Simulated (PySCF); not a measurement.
SMILES CCB(O)CC (C4H11BO), GFN2-xTB optimised geometry.

```
17

B      0.50    -0.52     0.00
C     -0.20    -1.95    -0.03
C     -1.68    -1.99     0.37
H      0.36    -2.64     0.61
H     -0.10    -2.35    -1.04
H     -2.27    -1.36    -0.29
H     -1.81    -1.63     1.39
H     -2.07    -3.00     0.31
C     -0.35     0.84     0.00
C      0.48     2.13    -0.01
H     -1.00     0.85     0.87
H     -1.02     0.84    -0.86
H      1.11     2.18    -0.90
H      1.12     2.19     0.87
H     -0.17     3.00    -0.01
O      1.84    -0.52     0.00
H      2.27     0.34    -0.01
```

Density from PBE0/def2-SVP (PySCF 2.14.0) at that geometry.

Minimum of the electron density along straight lines between bonded atoms, close to the bond critical point (lines longer than 1.1 times the sum of covalent radii, or with two minima, are not listed):

```tsv
bond	length / Å	ρ at the minimum / e bohr⁻³	∇²ρ there / e bohr⁻⁵	position (fraction from the first atom)
B1–C2	1.597	0.178	-0.20	0.32
C2–C3	1.529	0.239	-0.53	0.50
C2–H4	1.092	0.270	-0.95	0.62
C2–H5	1.094	0.267	-0.92	0.62
C3–H6	1.087	0.276	-1.00	0.62
C3–H7	1.088	0.276	-1.00	0.62
C3–H8	1.088	0.276	-1.00	0.62
B1–C9	1.602	0.175	-0.17	0.32
C9–C10	1.531	0.237	-0.53	0.49
C9–H11	1.092	0.269	-0.94	0.62
C9–H12	1.093	0.269	-0.93	0.62
C10–H13	1.090	0.274	-0.99	0.62
C10–H14	1.090	0.274	-0.99	0.62
C10–H15	1.088	0.276	-1.01	0.62
B1–O16	1.338	0.210	1.29	0.33
O16–H17	0.959	0.359	-2.40	0.81
```
